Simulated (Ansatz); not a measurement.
A nudged elastic band was laid between two geometries of H8O2Si3 (13 atoms, charge 0, multiplicity 1).

Level of theory: Ansatz, RKS PBE0-D4/def2-SVP.

* movable images: 5
* climbing image: yes
* spring: 5.0 eV/Å²
* optimiser: quadratic models (default)
* start path: through a guess of the saddle point
* force threshold: 0.05 eV/Å
* iteration limit: 60
* end points: relaxed

Image 0:

```xyz
13
Properties=species:S:1:pos:R:3
O 0.813 -1.867 2.109
Si 0.953 -0.955 0.723
O 0.453 -1.769 -0.646
Si -0.421 0.945 0.684
Si -0.840 1.442 -1.568
H -0.083 -2.044 2.412
H 2.411 -0.646 0.651
H 0.982 -2.524 -0.923
H -1.714 0.659 1.389
H 0.239 2.094 1.382
H -1.691 0.368 -2.162
H 0.456 1.506 -2.312
H -1.538 2.756 -1.724
```

Image 6:

```xyz
13
Properties=species:S:1:pos:R:3
O 0.946 -1.473 2.086
Si 1.585 -0.580 0.250
O 0.539 -1.676 -0.569
Si -0.169 1.050 0.533
Si -1.016 1.492 -1.608
H 0.151 -1.946 1.789
H 1.572 -2.150 2.377
H 1.026 -2.351 -1.054
H -1.313 0.536 1.368
H 0.293 2.331 1.164
H -1.794 0.311 -2.098
H 0.111 1.728 -2.567
H -1.910 2.693 -1.656
```

(1) What changes between the two ends?

(2) Give the energies along the band, and the barrier.

(3) What is the geometry of the highest image?

## Answers

(1) Bonds broken: Si2–H7. Bonds formed: O1–H7.

(2) It converged. The highest image is number 4 of 0 to 6, 75.2 kcal/mol above the first end and 24.5 kcal/mol above the last; the last end lies 50.7 kcal/mol above the first. The profile has 2 maxima (images 1, 4) with wells between them (image 2): this band takes more than one step, which may be the mechanism or a detour left from its start path. Neighbouring images differ by up to 2.6 eV, so the band resolves the path poorly. The order of the stationary point at the top wasn't checked. The orbitals stay closed-shell, which can raise the energy where a bond breaks towards radicals; this wasn't checked here.

```json
{"image": "0", "path coordinate (Å)": "0.00", "energy (kcal/mol)": "0.0", "Si2–H7 (Å)": "1.49", "O1–H7 (Å)": "2.48"}
{"image": "1", "path coordinate (Å)": "0.83", "energy (kcal/mol)": "2.4", "Si2–H7 (Å)": "1.50", "O1–H7 (Å)": "2.54"}
{"image": "2", "path coordinate (Å)": "1.65", "energy (kcal/mol)": "1.6", "Si2–H7 (Å)": "1.50", "O1–H7 (Å)": "2.56"}
{"image": "3", "path coordinate (Å)": "2.48", "energy (kcal/mol)": "15.6", "Si2–H7 (Å)": "1.49", "O1–H7 (Å)": "2.18"}
{"image": "4", "path coordinate (Å)": "3.30", "energy (kcal/mol)": "75.2", "Si2–H7 (Å)": "1.63", "O1–H7 (Å)": "1.29"}
{"image": "5", "path coordinate (Å)": "4.39", "energy (kcal/mol)": "51.3", "Si2–H7 (Å)": "2.57", "O1–H7 (Å)": "0.97"}
{"image": "6", "path coordinate (Å)": "5.48", "energy (kcal/mol)": "50.7", "Si2–H7 (Å)": "2.64", "O1–H7 (Å)": "0.97"}
```

(3) 
```xyz
13
Properties=species:S:1:pos:R:3:forces:R:3
O 0.901 -1.556 2.260 -0.02 0.01 -0.02
Si 1.107 -0.794 0.506 -0.03 0.00 -0.01
O 0.297 -1.867 -0.511 0.03 0.01 0.00
Si -0.384 1.036 0.525 0.00 0.01 0.00
Si -0.924 1.601 -1.686 0.00 -0.01 0.00
H 0.607 -2.478 2.185 0.02 -0.01 0.01
H 2.045 -1.433 1.669 0.02 -0.01 0.01
H 0.860 -2.555 -0.882 -0.01 0.00 -0.01
H -1.629 0.653 1.269 0.00 0.00 0.00
H 0.243 2.204 1.220 0.00 0.00 0.00
H -1.667 0.473 -2.325 0.00 0.00 0.00
H 0.331 1.846 -2.464 0.00 0.00 0.00
H -1.767 2.835 -1.751 0.00 0.00 0.00
```

Run time: 4.8 min on 2 threads of Intel(R) Xeon(R) 6975P-C (Granite Rapids) (shared host), peak memory 0.32 GiB.
